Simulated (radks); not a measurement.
Problem. Tc3+, 40 electrons, occupied as [Kr] 4d4. Calculated with a radial shooting solver on a logarithmic mesh with Libxc functionals: Dirac Kohn-Sham, PBE, spin-unpolarised, spherical densities, finite nucleus; open shells are shared between the two j in proportion to 2j + 1; Fermi nuclear charge, rms radius 4.4112 fm. Some entries of the table are withheld. Estimate them.

orbital  occ.  eigenvalue (hartree)  r(max) (bohr)
1s1/2       2             -767.6411        0.02228
2s1/2       2             -110.4758            (1)
2p1/2       2                   (2)            (3)
2p3/2       4                   (4)            (5)
3s1/2       2             -20.18181         0.3725
3p1/2       2             -16.90955         0.3594
3p3/2       4             -16.18264         0.3689
3d3/2       4             -10.39531            (6)
3d5/2       6             -10.25556            (7)
4s1/2       2              -3.80810         0.9481
4p1/2       2                   (8)          1.004
4p3/2       4                   (9)          1.028
4d3/2     1.6              -1.29931          1.228
4d5/2     2.4              -1.28654          1.238

Solution. 
(1) 2s1/2 r(max) (bohr): 0.1263
(2) 2p1/2 eigenvalue (hartree): -101.9612
(3) 2p1/2 r(max) (bohr): 0.09814
(4) 2p3/2 eigenvalue (hartree): -97.61542
(5) 2p3/2 r(max) (bohr): 0.1020
(6) 3d3/2 r(max) (bohr): 0.3098
(7) 3d5/2 r(max) (bohr): 0.3126
(8) 4p1/2 eigenvalue (hartree): -2.84497
(9) 4p3/2 eigenvalue (hartree): -2.73419
